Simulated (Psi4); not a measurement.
silacyclobutane (C3H8Si), singlet, at a GFN2-xTB geometry. Base run: PBE/def2-SVP in Psi4 1.11.

Here is a job for Psi4.
```
memory 2 GB

molecule mol {
0 1
C     0.940169    0.398054    0.937563
C     0.999303   -0.746269   -0.095919
Si   -0.778820   -0.361444   -0.683195
C    -0.384486    1.070573    0.520355
H     1.797585    1.068609    0.885947
H     0.880944    0.008491    1.953051
H     1.768052   -0.579485   -0.848033
H     1.188862   -1.722218    0.345160
H    -1.810680   -1.298942   -0.236303
H    -0.962719   -0.022653   -2.094919
H    -0.221265    2.032382    0.037914
H    -1.067220    1.239897    1.349911
}

set {
  basis def2-svp
  reference rks
}

energy('pbe')
print_variables()
```

Variants of this job, named by their change:

```json
[
 {"change": "base", "basis functions": "100", "E (Eh)": "-408.09289", "dipole (D)": "0.33"},
 {"change": "basis = cc-pVDZ-DK; relativity = none (with scf_type pk)", "basis functions": "100", "E (Eh)": "-408.15256", "dipole (D)": "0.40"},
 {"change": "basis = cc-pVDZ-DK; relativity = spin-free X2C (with scf_type pk)", "basis functions": "100", "E (Eh)": "-408.92162", "dipole (D)": "0.40"}
]
```

Totals shift with the method and basis; they matter in differences.

Basis sets contracted for a relativistic Hamiltonian are a mismatch without it, so the rows without relativity aren't non-relativistic limits. No row has spin-orbit coupling; sets with core potentials leave out the core electrons.
